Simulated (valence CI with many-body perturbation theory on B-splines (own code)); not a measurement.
Level structure of Ir⁴⁴⁺

Level of theory: valence CI with perturbative core correlation (CI+MBPT): five valence electrons over a frozen Dirac-Fock core [Ar] 3d10, radial functions for each j: 9 s, 9 p, 8 d, 6 f, 3 g, 1 h, with the one-electron correlation potential Σ1, the two-electron term Σ2, the three-electron term Σ3, Breit, model QED; selected CI, second order for the rest (own B-spline code, finite nucleus).

No measured spectrum was set against this ion. As an estimate, large intervals hold to a few tenths of a per cent, small ones and those within an open d or f shell to about a per cent. Among the levels kept, up to 310 cm⁻¹ of a level comes from second order outside the variational space, and about a tenth of that is noise between levels of different J, which matters for small intervals.

Levels 1 to 45 of 54, with energies above the lowest level, (4s^2 4p1/2^2 4p3/2) J=3/2. "Leading %" is the weight of the configuration and term that name the level; weights of strongly mixed levels are sums over their largest components and can fall short. In the jj column 3d3/2^4 stands for four electrons in 3d with j = 3/2. Lifetimes count E1, E2, E3, M1 and M2 decay at the calculated energies, and are blank where another channel may lead or the interval is too uncertain; long ones can be off by a factor of two.

| No. | Configuration | Term | J | E (eV) | Leading % | Lifetime | Second component | Leading jj |
| --- | --- | --- | --- | --- | --- | --- | --- | --- |
| 1 | 4s²4p³ | ²P° | 3/2 | 0.00 | 47 |  | 27 % 4s²4p³ ²D° | 4s^2 4p1/2^2 4p3/2 (99 %) |
| 2 | 4s²4p³ | ⁴S° | 3/2 | 111.45 | 55 | 72.5 ns | 44 % 4s²4p³ ²D° | 4s^2 4p1/2 4p3/2^2 (99 %) |
| 3 | 4s²4p³ | ²D° | 5/2 | 117.22 | 99 | 339 ns |  | 4s^2 4p1/2 4p3/2^2 (99 %) |
| 4 | 4s²4p³ | ²P° | 1/2 | 124.51 | 99 | 112 ns |  | 4s^2 4p1/2 4p3/2^2 (99 %) |
| 5 | 4s²4p²4d | ²D | 3/2 | 164.69 | 39 | 57.6 ps | 35 % 4s²4p²4d ⁴F | 4s^2 4p1/2^2 4d3/2 (98 %) |
| 6 | 4s²4p²4d | ²D | 5/2 | 195.11 | 28 | 5.66 ps | 19 % 4s²4p²4d ⁴D | 4s^2 4p1/2^2 4d5/2 (88 %) |
| 7 | 4s4p⁴ | ⁴P | 5/2 | 219.08 | 63 | 3.65 ps | 23 % 4s4p⁴ ²D | 4s 4p1/2^2 4p3/2^2 (86 %) |
| 8 | 4s4p⁴ | ²S | 1/2 | 233.34 | 58 | 2.79 ps | 29 % 4s4p⁴ ⁴P | 4s 4p1/2^2 4p3/2^2 (93 %) |
| 9 | 4s4p⁴ | ²P | 3/2 | 235.36 | 40 | 1.44 ps | 33 % 4s4p⁴ ²D | 4s 4p1/2^2 4p3/2^2 (88 %) |
| 10 | 4s²4p³ | ²P° | 3/2 | 237.01 | 52 | 36.1 ns | 28 % 4s²4p³ ²D° | 4s^2 4p3/2^3 (98 %) |
| 11 | 4s²4p²4d | ²F | 5/2 | 275.44 | 46 | 84.7 ps | 46 % 4s²4p²4d ⁴F | 4s^2 4p1/2 4p3/2 4d3/2 (98 %) |
| 12 | 4s²4p²4d | ⁴F | 3/2 | 275.90 | 37 | 12.1 ps | 27 % 4s²4p²4d ⁴D | 4s^2 4p1/2 4p3/2 4d3/2 (97 %) |
| 13 | 4s²4p²4d | ⁴D | 1/2 | 276.14 | 80 | 79.4 ps | 15 % 4s²4p²4d ²P | 4s^2 4p1/2 4p3/2 4d3/2 (98 %) |
| 14 | 4s²4p²4d | ²G | 7/2 | 281.27 | 49 | 1.41 ns | 26 % 4s²4p²4d ²F | 4s^2 4p1/2 4p3/2 4d3/2 (96 %) |
| 15 | 4s²4p²4d | ²D | 5/2 | 296.69 | 34 | 517 fs | 23 % 4s²4p²4d ²F | 4s^2 4p1/2 4p3/2 4d3/2 (88 %) |
| 16 | 4s²4p²4d | ²D | 3/2 | 298.14 | 34 | 401 fs | 26 % 4s²4p²4d ²P | 4s^2 4p1/2 4p3/2 4d3/2 (89 %) |
| 17 | 4s²4p²4d | ²P | 1/2 | 299.14 | 37 | 486 fs | 36 % 4s²4p²4d ⁴P | 4s^2 4p1/2 4p3/2 4d3/2 (94 %) |
| 18 | 4s²4p²4d | ⁴D | 7/2 | 300.37 | 48 | 1.12 ns | 36 % 4s²4p²4d ⁴F | 4s^2 4p1/2 4p3/2 4d5/2 (99 %) |
| 19 | 4s²4p²4d | ²P | 3/2 | 304.02 | 41 | 10.8 ps | 24 % 4s²4p²4d ⁴P | 4s^2 4p1/2 4p3/2 4d5/2 (85 %) |
| 20 | 4s²4p²4d | ²G | 9/2 | 306.84 | 61 | 2.92 μs | 38 % 4s²4p²4d ⁴F | 4s^2 4p1/2 4p3/2 4d5/2 (99 %) |
| 21 | 4s²4p²4d | ²D | 5/2 | 307.06 | 32 | 7.13 ps | 26 % 4s²4p²4d ²F | 4s^2 4p1/2 4p3/2 4d5/2 (88 %) |
| 22 | 4s²4p²4d | ²F | 7/2 | 320.98 | 55 | 1.77 ps | 21 % 4s²4p²4d ²G | 4s^2 4p1/2 4p3/2 4d5/2 (93 %) |
| 23 | 4s²4p²4d | ²D | 5/2 | 321.01 | 36 | 1.07 ps | 31 % 4s²4p²4d ⁴P | 4s^2 4p1/2 4p3/2 4d5/2 (90 %) |
| 24 | 4s²4p²4d | ²D | 3/2 | 323.31 | 59 | 2.62 ps | 16 % 4s²4p²4d ²P | 4s^2 4p1/2 4p3/2 4d5/2 (92 %) |
| 25 | 4s²4p²4d | ²P | 1/2 | 324.56 | 51 | 2.01 ps | 36 % 4s²4p²4d ²S | 4s^2 4p1/2 4p3/2 4d5/2 (91 %) |
| 26 | 4s4p⁴ | ⁴P | 3/2 | 338.40 | 62 | 1.39 ps | 16 % 4s4p⁴ ²D | 4s 4p1/2 4p3/2^3 (80 %) |
| 27 | 4s4p⁴ | ²D | 5/2 | 346.38 | 64 | 1.42 ps | 21 % 4s4p⁴ ⁴P | 4s 4p1/2 4p3/2^3 (84 %) |
| 28 | 4s4p⁴ | ²P | 1/2 | 357.14 | 52 | 717 fs | 31 % 4s4p⁴ ⁴P | 4s 4p1/2 4p3/2^3 (84 %) |
| 29 | 4s4p⁴ | ²P | 3/2 | 357.86 | 46 | 773 fs | 38 % 4s4p⁴ ²D | 4s 4p1/2 4p3/2^3 (87 %) |
| 30 | 4s²4p²4f | ⁴G° | 5/2 | 376.32 | 20 | 16.8 ps | 18 % 4s²4p²4f ²F° | 4s^2 4p1/2^2 4f5/2 (61 %) |
| 31 | 4s4p³4d | ⁶D° | 3/2 | 380.05 | 27 | 13.5 ps | 19 % 4s4p³4d ⁴D° | 4s 4p1/2^2 4p3/2 4d3/2 (96 %) |
| 32 | 4s4p³4d | ⁴P° | 1/2 | 380.15 | 45 | 26.7 ps | 33 % 4s4p³4d ⁶D° | 4s 4p1/2^2 4p3/2 4d3/2 (95 %) |
| 33 | 4s4p³4d | ⁴D° | 5/2 | 380.24 | 18 | 17.4 ps | 17 % 4s4p³4d ⁶D° | 4s 4p1/2^2 4p3/2 4d3/2 (74 %) |
| 34 | 4s4p³4d | ⁴F° | 7/2 | 380.94 | 19 | 33.1 ps | 13 % 4s4p³4d ⁶D° | 4s 4p1/2^2 4p3/2 4d3/2 (68 %) |
| 35 | 4s²4p²4f | ²F° | 7/2 | 391.66 | 20 | 6.35 ps | 13 % 4s²4p²4f ⁴D° | 4s^2 4p1/2^2 4f7/2 (67 %) |
| 36 | 4s4p³4d | ²D° | 3/2 | 393.37 | 27 | 2.82 ps | 16 % 4s4p³4d ⁴F° | 4s 4p1/2^2 4p3/2 4d3/2 (83 %) |
| 37 | 4s4p³4d | ⁴D° | 1/2 | 401.77 | 49 | 1.53 ps | 25 % 4s4p³4d ²P° | 4s 4p1/2^2 4p3/2 4d3/2 (93 %) |
| 38 | 4s4p³4d | ⁴F° | 9/2 | 403.39 | 47 | 39.5 ps | 32 % 4s4p³4d ⁶D° | 4s 4p1/2^2 4p3/2 4d5/2 (96 %) |
| 39 | 4s4p³4d | ⁴G° | 5/2 | 404.91 | 20 | 997 fs | 19 % 4s4p³4d ²F° | 4s 4p1/2^2 4p3/2 4d3/2 (77 %) |
| 40 | 4s²4p²4d | ²D | 3/2 | 407.46 | 33 | 503 fs | 26 % 4s²4p²4d ⁴P | 4s^2 4p3/2^2 4d3/2 (91 %) |
| 41 | 4s²4p²4d | ⁴P | 1/2 | 408.24 | 43 | 554 fs | 26 % 4s²4p²4d ²P | 4s^2 4p3/2^2 4d3/2 (90 %) |
| 42 | 4s²4p²4d | ²D | 5/2 | 408.31 | 27 | 601 fs | 23 % 4s²4p²4d ⁴D | 4s^2 4p3/2^2 4d3/2 (89 %) |
| 43 | 4s²4p²4d | ²F | 7/2 | 410.36 | 48 | 652 fs | 22 % 4s²4p²4d ²G | 4s^2 4p3/2^2 4d3/2 (93 %) |
| 44 | 4s4p³4d | ⁴D° | 5/2 | 412.78 | 31 | 3.07 ps | 20 % 4s4p³4d ⁴P° | 4s 4p1/2^2 4p3/2 4d5/2 (94 %) |
| 45 | 4s4p³4d | ²P° | 3/2 | 417.88 | 28 | 4.24 ps | 17 % 4s4p³4d ²D° | 4s 4p1/2^2 4p3/2 4d5/2 (79 %) |

The ionisation energy to 4s²4p² ³P0 of the next ion comes out as 2260.2 eV (NIST: 2258 ± 4 eV (theoretical)). All 54 levels together are meant to be complete up to 435.95 eV.
